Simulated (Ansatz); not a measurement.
Reaction (ligand exchange at the Si–O bond): `CO[SiH](F)O[SiH2]Cl` + `CN[SiH2]O` → `CN([SiH2]O)[SiH2]Cl` + `CO[SiH](O)F`

Program: Ansatz. Geometries: PBE0-D4/def2-TZVP. ΔE: electronic, gas phase. CCSD(T)/CBS is the MP2 limit (def2-TZVPP, def2-QZVPP) plus CCSD(T) − MP2 in def2-TZVPP, frozen cores. DFT in def2-TZVPP. Each species was taken in one conformer, which may not be the lowest.

`CO[SiH](F)O[SiH2]Cl`:

Z-matrix (Å, degrees):
```
C
O 1 1.413
H 1 1.093 2 110.9
H 1 1.090 2 107.9 3 119.1
H 1 1.095 2 111.5 3 -121.8
Si 2 1.614 1 126.4 3 68.9
O 6 1.623 2 112.5 1 -59.3
F 6 1.583 2 105.8 1 -177.9
H 6 1.471 2 113.0 1 62.8
Si 7 1.624 6 149.8 2 -56.3
Cl 10 2.052 7 109.9 6 63.7
H 10 1.476 7 108.3 6 -178.9
H 10 1.477 7 110.7 6 -54.9
```

`CN[SiH2]O`:

```xyz
11

C     0.799    1.235    0.558
N     0.441   -0.162    0.667
Si   -0.313   -1.088   -0.550
O    -1.956   -0.992   -0.691
H     0.058    1.910    1.003
H     0.897    1.503   -0.497
H     1.766    1.436    1.031
H     0.414   -0.501    1.615
H    -0.078   -2.515   -0.239
H     0.300   -0.634   -1.829
H    -2.326   -0.194   -1.069
```

`CN([SiH2]O)[SiH2]Cl`:

Z-matrix (Å, degrees):
```
C
N 1 1.463
H 1 1.092 2 110.5
H 1 1.094 2 111.2 3 -118.9
H 1 1.095 2 111.8 3 120.3
Si 2 1.734 1 117.6 3 179.4
Si 2 1.707 1 120.4 3 -11.5
O 6 1.640 2 109.2 1 155.2
H 6 1.481 2 112.8 1 -88.4
H 6 1.489 2 106.7 1 32.2
Cl 7 2.079 2 112.2 1 -94.2
H 7 1.480 2 108.7 1 22.8
H 7 1.476 2 111.5 1 148.0
H 8 0.960 6 117.9 2 -59.3
```

`CO[SiH](O)F`:

Z-matrix (Å, degrees):
```
C
O 1 1.412
H 1 1.091 2 108.1
H 1 1.095 2 111.2 3 -119.0
H 1 1.094 2 111.3 3 119.4
Si 2 1.623 1 125.5 3 -176.0
F 6 1.595 2 107.9 1 49.5
O 6 1.619 2 108.8 1 170.5
H 6 1.471 2 114.0 1 -68.9
H 8 0.958 6 118.6 2 -39.6
```

Q: Is it downhill or uphill in electronic energy at CCSD(T)/CBS, and by how much? (Best estimate.)

A: Ansatz gave: Uphill: ΔE = +51.1 kJ/mol.

Q: What do these levels give: PBE0-D4, PBE, HF/def2-TZVPP, CCSD/def2-TZVPP, MP2/def2-QZVPP, MP2/CBS(def2)? (An estimate is asked.)

A: Ansatz gave: PBE0-D4 47.8, PBE 48.8, HF/def2-TZVPP 70.9, CCSD/def2-TZVPP 53.7, MP2/def2-QZVPP 49.0, MP2/CBS(def2) 48.8 kJ/mol.

Largest T1 diagnostic among the species: 0.011.

The D4 term adds −6.6 kJ/mol with B3LYP and −3.1 kJ/mol with PBE0; it sums over pairs of atoms, weighted by their polarisabilities, and B3LYP, whose exchange is more repulsive, gets the larger term. In def2-TZVPP, CCSD(T) changes the Hartree–Fock value by −20.7 kJ/mol (the triples alone add −3.5 kJ/mol) and MP2 by −23.1 kJ/mol.

B3LYP here is the variant with VWN-RPA as its local correlation; programs differ in this.
